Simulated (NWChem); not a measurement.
# Si2H4, singlet; SMILES [SiH][SiH3]

All runs: NWChem. Medium grid unless said otherwise, to which SCAN and Minnesota functionals are sensitive. Low-valent species are run as closed-shell singlets; no triplet was tried in these runs. All runs use the structure optimised with PBE0/def2-SVP. Hybrids' shares of exact exchange are those that their runs print; pure functionals count as 0. The functionals differ in more than this share.

```csv
row,share of exact exchange,orbital gap (eV)
PBE/def2-TZVP,0.00,1.44
TPSS/def2-TZVP,0.00,1.64
B3LYP/def2-TZVP,0.20,withheld
PBE0/def2-TZVP,0.25,3.28
PW6B95/def2-TZVP,0.28,3.38
M06-2X/def2-TZVP,0.54,5.07
M05-2X/def2-TZVP,0.56,5.17
```

Q: Fit a straight line of the last column on the one before it, predict the withheld value, and compare with the run.

A: 
1. Means of the 6 shown rows: x = 0.272, y = 3.330. Slope Σ(x − x̄)(y − ȳ)/Σ(x − x̄)² = 1.972/0.3033 = 6.501; intercept 1.564.
2. The shown rows scatter about the line by 0.071 (root mean square); the largest residual is -0.12, at PBE/def2-TZVP.
3. At x = 0.20 (B3LYP/def2-TZVP; inside the shown range) the line gives 2.86.
4. The run gives 2.92, +0.06 from the line, 0.8 times the scatter.
